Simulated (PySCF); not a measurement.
Be(Br)(SiH3) (BeBrH₃Si), SMILES [SiH3][Be][Br]. Heavy atoms are numbered as in [Be:1]([Br:2])[SiH3:3]. Hydrogens are named by the atom that carries them.

Geometry: ωB97X-D3(BJ)/def2-TZVP.

The numbers are results of B3LYP/def2-TZVPD run with PySCF, not measurements.

Mulliken values depend strongly on the basis, most of all with diffuse functions as here. ESP charges are fitted to the potential on shells at 1.4 to 2.0 van der Waals radii. Atomic charges (e), one atom of each kind:

```
atom        Mulliken  ESP fit    IAO
----------  --------  -------  -----
Be1            -0.07     0.30   1.26
Br2            -0.02    -0.19  -0.77
Si3 (SiH3)      0.43     0.08  -0.18
H on Si3       -0.11    -0.06  -0.11
```
